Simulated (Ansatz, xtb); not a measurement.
**Relative energy of two isomers of C6H7NO**

We compare X, `O=CNC1=CC=CC1`, a singlet, with Y, `O/C=N\C1=CC=CC1`, a singlet. Both are isolated molecules in the gas phase, relaxed with B3LYP-D3(BJ)/def2-SVP; the shapes shown needn't be the lowest conformers.

X (Å):

```csv
atom,x (Å),y (Å),z (Å)
C,-2.9163,-0.8156,1.0376
C,-0.5799,-0.1031,0.6611
C,0.4975,0.6878,0.9168
C,1.5962,0.2734,0.0436
C,1.1977,-0.7579,-0.7370
C,-0.2306,-1.0975,-0.4175
N,-1.8228,-0.0267,1.2842
O,-2.9724,-1.7148,0.2277
H,-3.7775,-0.5274,1.6880
H,-1.9311,0.6881,1.9961
H,0.5437,1.4968,1.6476
H,2.5820,0.7412,0.0401
H,1.7918,-1.2804,-1.4863
H,-0.3657,-2.1358,-0.0684
H,-0.9066,-1.0059,-1.2853
```

Y (Å):

```xyz
15

C    -2.8178   -1.1930    0.9092
C    -0.5203   -0.9791    0.6618
C    -0.1828    0.3489    0.6845
C     1.1651    0.5073    0.1336
C     1.6584   -0.7000   -0.2280
C     0.6417   -1.7586    0.0925
N    -1.6448   -1.6343    1.1385
O    -3.1652   -0.1271    0.1729
H    -2.3514    0.2613   -0.2023
H    -3.6983   -1.7086    1.3129
H    -0.7787    1.1580    1.1113
H     1.6763    1.4667    0.0354
H     2.6291   -0.8994   -0.6819
H     0.3426   -2.3588   -0.7868
H     1.0041   -2.4837    0.8441
```

Quicker runs give these differences E(Y) − E(X): GFN2-xTB +33.3 kJ/mol; HF/STO-3G +48.6 kJ/mol (at GFN2-xTB geometries); r2SCAN-D4/def2-SVP +67.4 kJ/mol (at GFN2-xTB geometries).

Problem. Estimate E(Y) − E(X) at the level CCSD(T)/def2-SVP + ΔMP2/def2-TZVPP.

Solution. Calculated at CCSD(T)/def2-SVP + ΔMP2/def2-TZVPP: E(Y) − E(X) = +48.9 kJ/mol, so structure X lies lower.

How the difference moves with the method:

| level | geometry | E(Y) − E(X) (kJ/mol) | departure from the last row (kJ/mol) | job, with rough time for the two |
| --- | --- | --- | --- | --- |
| GFN2-xTB | GFN2-xTB | +33.3 | −15.6 | optimisation, 0.18 s |
| HF/STO-3G | GFN2-xTB | +48.6 | −0.3 | single point, 0.6 s |
| r2SCAN-D4/def2-SVP | GFN2-xTB | +67.4 | +18.5 | single point, 6.9 s |
| B3LYP-D3(BJ)/def2-SVP | B3LYP-D3(BJ)/def2-SVP | +65.3 | +16.4 | optimisation, 84 s |
| HF/def2-SVP | B3LYP-D3(BJ)/def2-SVP | +70.0 | +21.1 | part of the CCSD(T) run |
| MP2/def2-SVP | B3LYP-D3(BJ)/def2-SVP | +62.2 | +13.3 | part of the CCSD(T) run |
| CCSD(T)/def2-SVP | B3LYP-D3(BJ)/def2-SVP | +60.5 | +11.6 | single point |
| CCSD(T)/def2-SVP + ΔMP2/def2-TZVPP | B3LYP-D3(BJ)/def2-SVP | +48.9 |  | single point, 3.2 min |

As drawn, Y has 1 C–O, 1 C=N, 1 O–H in place of 1 C=O, 1 C–N, 1 N–H.

None of the levels shown reverses the order. The largest departure from CCSD(T)/def2-SVP + ΔMP2/def2-TZVPP is that of HF/def2-SVP, 21.1 kJ/mol. The last row adds to CCSD(T) the change of the MP2 difference between the two basis sets, here −11.6 kJ/mol.

With thermal terms from frequencies at re-optimised GFN2-xTB minima (ideal gas, soft modes damped towards free rotors, one conformer each, 298.15 K, 1 atm): on the last row, ΔE + ΔZPE = +47.7, ΔH = +47.8, ΔG = +47.5 kJ/mol.

The correlated steps freeze 8 core orbitals. Codes used: Ansatz 0.2.0, xtb 6.7.1; the last row on 2 threads of Arm Neoverse V2 on a shared host.
